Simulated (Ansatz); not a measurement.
A family of molecules: the atomisation energy (no zero-point term)

One atom is swapped for its congeners: OCS (carbonyl sulfide) `O=C=S`; CS2 (carbon disulfide) `S=C=S`; CTeS `S=C=[Te]`. The Se member is missing. All are singlets with charge 0.

Shapes, held fixed at every level: PBE0-D4/def2-TZVP. Programs: Ansatz 0.2.0. Values in eV.

| level | OCS | CS2 | CTeS |
| --- | --- | --- | --- |
| r2SCAN-D4/def2-TZVPP | 14.87 | 12.55 | 10.53 |
| r2SCAN0-D4/def2-TZVPP | 14.09 | 11.87 | 9.84 |
| wB97M-V/def2-TZVPP | 14.65 | 12.21 | 10.01 |
| MP2/def2-TZVPP | 14.95 | 12.44 | 10.66 |
| CCSD/def2-TZVPP | 13.40 | 10.95 | 9.09 |
| CCSD(T)/def2-TZVPP | 13.98 | 11.59 | 9.80 |

At CCSD(T)/def2-TZVPP the atomisation energy falls at every step, from 13.98 to 9.80 eV. Every level shows the same order. For atoms past krypton def2 sets carry core potentials with scalar relativity. Correlated rows may include outer-core shells of Te, which these sets cover unevenly. Spin-orbit coupling, which grows down the group, is left out (summed over each molecule's free atoms 0.04, 0.05, 0.29 eV).
